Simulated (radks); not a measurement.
Spin polarisation of the 4s1 shell in Ca+. Start: [Ar] 4s(up 0.5, down 0.5); electrons of 4s are moved from spin down to spin up, other shells keep equal spins. All-electron calculation, non-relativistic Kohn-Sham, BLYP, spin-polarised, spherical densities, point nucleus. Program: a radial shooting solver on a logarithmic mesh with Libxc functionals.

| moment (Bohr magnetons) | E - E(0) (eV) | e(4s up) (eV) | e(4s down) (eV) | 3p down minus up (eV) |
|---|---|---|---|---|
| 0 | 0.000 | -8.948 | -8.948 | 0.000 |
| 0.25 | -0.009 | -9.021 | -8.874 | 0.027 |
| 0.5 | -0.037 | -9.091 | -8.797 | 0.054 |
| 0.75 | -0.083 | -9.161 | -8.713 | 0.080 |

At moment 0.75 the spin-polarisation energy is -0.083 eV and the 4s exchange splitting 0.448 eV, that is 0.598 eV per Bohr magneton; E = -I m^2/4 would give I = 0.590 eV.
